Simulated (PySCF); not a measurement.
PySCF input for ClH₆NOSi₂, SMILES O[Si@H](Cl)N[SiH3], r2SCAN-D4/def2-SVP. Coordinates come from a r2SCAN-D4/def2-SVP optimisation. The structure was generated by enumeration; whether it is a known compound was not checked. One conformer was computed; it need not be the lowest.

```python
import numpy as np
from pyscf import gto, scf, dft, df
from pyscf.hessian import thermo

mol = gto.M(
    atom='''
    O    -1.77462450   -0.89704960    1.30072957
    Si   -0.30546810   -0.19870931    1.01004456
    Cl   -0.51843033    1.68704703    0.15667721
    N     0.65450540   -1.05612174   -0.13444711
    Si    1.36376283   -0.50221515   -1.64258246
    H    -2.32192495   -1.09527979    0.53032684
    H     0.29537073   -0.05986193    2.35199455
    H     0.88522641   -2.01709242    0.11595773
    H     2.13535528   -1.66410696   -2.17594657
    H     2.28941417    0.65128111   -1.44983235
    H     0.32920570   -0.11254839   -2.64518924
    ''',
    basis='def2-SVP',
    charge=0,
    spin=0,
    max_memory=1600,
    verbose=3,
)
mf = dft.RKS(mol, xc='r2scan').density_fit(auxbasis='def2-universal-jkfit')
mf.disp = 'd4'
mf.grids.level = 4
mf.conv_tol = 1e-11
mf.max_cycle = 100
mf.kernel()

# [left out here: the lines that compute and print the analytic Hessian (its translational invariance restored by hand, since the grid's response is missing), thermochemistry and intensities]
```

Output:

```
converged SCF energy = -1172.34003676372

WARN: MGGA Hessian is sensitive to dft grids. grids.level 4 may not be dense enough.


WARN: DFTD4 does not support analytical Hessian, using finite difference.


WARN: Mole.unit (angstrom) is changed to Bohr

Mode                                 0                   1                   2
Irrep
Freq [cm^-1]                       54.6871            116.3182            142.3449
Reduced mass [au]                   3.1979              8.5370              1.0440
Force const [Dyne/A]                0.0056              0.0681              0.0125
Char temp [K]                      78.6826            167.3559            204.8026
Normal mode                   x     y     z       x     y     z       x     y     z
       0   O                 0.02  0.01  0.11   -0.03  0.02  0.02   -0.01  0.02  0.01
       1  Si                 0.00 -0.00 -0.02   -0.00 -0.03  0.02   -0.00 -0.01 -0.00
       2  Cl                -0.02 -0.01 -0.02    0.06 -0.06 -0.07    0.01 -0.00  0.01
       3   N                -0.12 -0.04 -0.09    0.00 -0.03  0.03   -0.02 -0.01 -0.02
       4  Si                 0.06  0.02  0.02   -0.05  0.09  0.04   -0.00  0.00 -0.01
       5   H                -0.05  0.01  0.16   -0.02  0.01  0.02   -0.05  0.08  0.02
       6   H                 0.10  0.02 -0.06   -0.02  0.00  0.02    0.02 -0.03 -0.01
       7   H                -0.25 -0.09 -0.17    0.06 -0.02  0.00   -0.06 -0.03 -0.05
       8   H                 0.05  0.02  0.01   -0.04  0.15 -0.05    0.47  0.19  0.27
       9   H                 0.11 -0.05  0.21   -0.07  0.10  0.09   -0.44  0.35 -0.02
      10   H                 0.19  0.16 -0.06   -0.09  0.12  0.10    0.02 -0.50 -0.23
Mode                                 3                   4                   5
Irrep
Freq [cm^-1]                      190.1314            275.4036            298.9754
Reduced mass [au]                   2.3825              3.1864              1.4578
[...]
       3   N                -0.00 -0.10  0.02   -0.05 -0.03 -0.03    0.01 -0.10  0.03
       4  Si                 0.04 -0.01 -0.06    0.04  0.02  0.02   -0.01  0.04 -0.03
       5   H                 0.02  0.11 -0.06    0.04  0.04 -0.04   -0.02  0.10 -0.02
       6   H                -0.11  0.22  0.06   -0.00  0.09 -0.01   -0.19  0.57  0.02
       7   H                 0.02 -0.07  0.14   -0.10 -0.05 -0.07    0.16 -0.09 -0.07
       8   H                 0.17  0.25 -0.43   -0.11 -0.06 -0.03   -0.11 -0.20  0.35
       9   H                -0.13  0.10  0.13    0.08  0.10 -0.64    0.18 -0.09 -0.13
      10   H                -0.10  0.12  0.13   -0.40 -0.25  0.38    0.21 -0.06 -0.28
Mode                                12                  13                  14
Irrep
Freq [cm^-1]                      788.2545            839.0574            898.5015
Reduced mass [au]                   1.3354              1.5371              1.1767
Force const [Dyne/A]                0.4889              0.6376              0.5597
Char temp [K]                    1134.1227           1207.2168           1292.7436
Normal mode                   x     y     z       x     y     z       x     y     z
       0   O                 0.08  0.04 -0.07   -0.01 -0.02  0.00   -0.03 -0.01 -0.05
       1  Si                -0.00 -0.01  0.03   -0.02  0.07  0.01   -0.01  0.00  0.04
       2  Cl                -0.00  0.00 -0.00   -0.00 -0.00 -0.00    0.00  0.00 -0.00
       3   N                -0.03 -0.02  0.00    0.03 -0.10  0.03    0.03  0.00 -0.03
       4  Si                 0.01  0.00 -0.01   -0.00  0.03 -0.01   -0.01 -0.01  0.02
       5   H                -0.51 -0.30  0.47   -0.01 -0.05  0.01   -0.30 -0.16  0.19
       6   H                -0.34 -0.10  0.19    0.23 -0.64 -0.02    0.66  0.32 -0.30
       7   H                 0.01 -0.00  0.02   -0.02 -0.12  0.00    0.08 -0.01 -0.13
       8   H                 0.02  0.02 -0.03   -0.04 -0.06  0.11    0.04  0.08 -0.12
       9   H                 0.01  0.00 -0.05    0.12 -0.02 -0.25    0.02 -0.01 -0.09
      10   H                -0.01 -0.01  0.00    0.15 -0.02 -0.19    0.07  0.01 -0.05
Mode                                15                  16                  17
Irrep
Freq [cm^-1]                      913.3044            938.4682            942.3105
Reduced mass [au]                   4.0320              1.0502              1.9363
Force const [Dyne/A]                1.9815              0.5449              1.0130
Char temp [K]                    1314.0417           1350.2468           1355.7750
Normal mode                   x     y     z       x     y     z       x     y     z
       0   O                -0.13 -0.06  0.02   -0.01 -0.00 -0.00    0.06  0.03  0.01
       1  Si                 0.08  0.06 -0.00    0.00  0.00  0.00   -0.06  0.00  0.02
       2  Cl                -0.00 -0.00  0.00   -0.00 -0.00 -0.00   -0.00  0.00 -0.00
       3   N                 0.04 -0.00 -0.09   -0.00 -0.00 -0.01    0.06 -0.01 -0.10
       4  Si                -0.01 -0.02  0.03    0.03  0.01  0.02   -0.03 -0.02  0.06
       5   H                -0.20 -0.10  0.08   -0.02 -0.01  0.01    0.18  0.10 -0.10
       6   H                -0.25 -0.01  0.15   -0.00 -0.00  0.01   -0.21 -0.01  0.09
       7   H                 0.13 -0.00 -0.18    0.05  0.01  0.01    0.22 -0.03 -0.34
       8   H                 0.02 -0.01  0.08   -0.64 -0.28 -0.32    0.06  0.18 -0.29
       9   H                -0.02  0.00  0.00   -0.37  0.29  0.13    0.09 -0.07 -0.16
      10   H                -0.03  0.05  0.07    0.12 -0.26 -0.21    0.16 -0.08 -0.17
Mode                                18                  19                  20
Irrep
Freq [cm^-1]                      958.0031           1000.3467           1187.0078
Reduced mass [au]                   1.1350              1.2232              1.5437
Force const [Dyne/A]                0.6137              0.7212              1.2815
Char temp [K]                    1378.3531           1439.2762           1707.8400
Normal mode                   x     y     z       x     y     z       x     y     z
       0   O                 0.03  0.02 -0.00   -0.03 -0.01  0.01    0.00  0.01 -0.00
       1  Si                -0.03  0.00  0.02    0.04 -0.02 -0.02   -0.02 -0.01  0.02
       2  Cl                 0.00  0.00 -0.00   -0.00  0.00  0.00    0.00 -0.00 -0.00
       3   N                 0.03 -0.01 -0.03   -0.04  0.02  0.05    0.08 -0.02 -0.13
       4  Si                 0.01 -0.03 -0.01   -0.01 -0.02  0.02   -0.01  0.01  0.02
       5   H                 0.05  0.02 -0.01   -0.01 -0.01 -0.01    0.01 -0.00  0.00
       6   H                 0.02 -0.00 -0.01   -0.09  0.07  0.02   -0.02  0.08  0.02
       7   H                 0.09 -0.03 -0.15   -0.13  0.04  0.22   -0.40  0.06  0.66
       8   H                -0.03 -0.21  0.36    0.08  0.19 -0.27   -0.04 -0.05  0.10
       9   H                -0.40  0.33 -0.13   -0.08  0.14 -0.52    0.03 -0.02 -0.02
      10   H                 0.03  0.58  0.20    0.38  0.32 -0.26    0.02 -0.02 -0.03
Mode                                21                  22                  23
Irrep
Freq [cm^-1]                     2224.4882           2226.8080           2232.1567
Reduced mass [au]                   1.0473              1.0339              1.0401
Force const [Dyne/A]                3.0534              3.0206              3.0532
Char temp [K]                    3200.5433           3203.8810           3211.5765
Normal mode                   x     y     z       x     y     z       x     y     z
       0   O                -0.00  0.00  0.00   -0.00 -0.00  0.00   -0.00  0.00  0.00
       1  Si                 0.00 -0.00 -0.00    0.00 -0.00  0.00    0.00 -0.00  0.00
       2  Cl                -0.00  0.00 -0.00   -0.00  0.00  0.00    0.00  0.00 -0.00
       3   N                -0.00 -0.00  0.00   -0.00  0.00  0.00   -0.00  0.00  0.00
       4  Si                 0.03  0.00  0.02   -0.02  0.02  0.01   -0.01 -0.03  0.00
       5   H                -0.00 -0.00 -0.00    0.00  0.00 -0.00    0.00 -0.00 -0.00
       6   H                -0.00  0.00  0.00   -0.01 -0.00 -0.02   -0.01  0.00 -0.02
       7   H                 0.01  0.00  0.01   -0.00  0.00  0.00   -0.00 -0.00  0.00
       8   H                 0.01 -0.00  0.01    0.49 -0.75 -0.34   -0.11  0.16  0.07
       9   H                -0.18 -0.25 -0.04    0.12  0.17  0.03    0.57  0.70  0.13
      10   H                -0.65  0.25 -0.62   -0.05  0.03 -0.04   -0.22  0.06 -0.21
Mode                                24                  25                  26
Irrep
Freq [cm^-1]                     2302.2529           3575.2335           3867.6471
Reduced mass [au]                   1.0419              1.0745              1.0665
Force const [Dyne/A]                3.2538              8.0924              9.3998
Char temp [K]                    3312.4294           5143.9650           5564.6831
Normal mode                   x     y     z       x     y     z       x     y     z
       0   O                -0.00  0.00 -0.00   -0.00  0.00  0.00   -0.04 -0.01 -0.05
       1  Si                -0.01 -0.00 -0.03   -0.00 -0.00  0.00    0.00  0.00 -0.00
       2  Cl                 0.00  0.00 -0.00   -0.00  0.00 -0.00    0.00  0.00 -0.00
       3   N                 0.00  0.00 -0.00    0.02 -0.07  0.02    0.00 -0.00 -0.00
       4  Si                -0.00 -0.00  0.00    0.00 -0.00 -0.00   -0.00 -0.00  0.00
       5   H                -0.00 -0.00 -0.00   -0.00 -0.00 -0.00    0.56  0.21  0.76
       6   H                 0.40  0.10  0.89   -0.00  0.00  0.00    0.00 -0.00  0.00
       7   H                 0.00 -0.00 -0.00   -0.22  0.91 -0.23   -0.00  0.00  0.00
       8   H                 0.01 -0.01 -0.01    0.00  0.00 -0.00    0.00 -0.00 -0.00
       9   H                 0.02  0.02  0.00    0.00  0.00 -0.00    0.00  0.00 -0.00
      10   H                -0.00  0.00 -0.01   -0.00  0.00 -0.00   -0.00  0.00 -0.00
temperature 298.1500 [K]
pressure 101325.00 [Pa]
Rotational constants [GHz] 3.15240 1.71283 1.21852
Symmetry number 1
Zero-point energy (ZPE) 0.06676 [Eh]   175269.474 [J/mol]
                           tot       elec      trans        rot        vib
Entropy [J/mol/K]       374.077      0.000    169.227    118.330     86.520
Cv [J/mol/K]            117.257      0.000     12.472     12.472     92.313
Cp [J/mol/K]            125.571      0.000     20.786     12.472     92.313
Internal energy [J/mol]                      3718.434   3718.434 189248.807
Internal energy [Eh]   -1172.26512  -1172.34004
Enthalpy [J/mol]                             6197.391   3718.434 189248.807
Enthalpy [Eh]          -1172.26418
Gibbs free energy [J/mol]                  -44257.650 -31561.712 163452.894
Gibbs free energy [Eh] -1172.30666
static polarisability / bohr^3: [[58.8   -2.226 -6.031]
 [-2.228 61.761 -0.25 ]
 [-6.033 -0.248 63.785]]
largest difference of analytic and finite-field dipole derivatives / e: 0.0008584536705738
mode   freq/cm-1   IR/(km/mol)   Raman/(A^4/amu)   depolarisation
   1       54.69         2.080             0.028            0.602
   2      116.32         1.528             0.441            0.738
   3      142.34         0.337             0.322            0.749
   4      190.13         8.629             3.117            0.749
   5      275.40         0.652             3.385            0.531
   6      298.98        91.849             0.518            0.704
   7      339.75        27.907             2.046            0.738
   8      406.23       120.179             2.715            0.681
   9      521.90        53.876             8.388            0.107
  10      619.07        19.584             9.231            0.486
  11      711.41        39.158            12.392            0.749
  12      732.71        14.824             4.595            0.349
  13      788.25       102.661             0.936            0.737
  14      839.06       269.795            15.969            0.478
  15      898.50       365.043             5.875            0.660
  16      913.30        67.874             2.344            0.158
  17      938.47        76.278            23.578            0.749
  18      942.31       256.327             7.202            0.748
  19      958.00        29.124            18.567            0.740
  20     1000.35        77.355            15.170            0.736
  21     1187.01       210.108             0.270            0.686
  22     2224.49       127.467            86.724            0.418
  23     2226.81       129.137           178.289            0.163
  24     2232.16        98.536           119.285            0.250
  25     2302.25       122.433           158.230            0.179
  26     3575.23        46.549            98.317            0.257
  27     3867.65        94.136            85.025            0.265
max |gradient| / (hartree/bohr): 0.00025318326879679724
APT charges: [-0.8847  1.8874 -0.5512 -1.1693  1.3288  0.3216 -0.2909  0.1755 -0.2699
 -0.2693 -0.2752]
```

The calculation finished and met its thresholds.
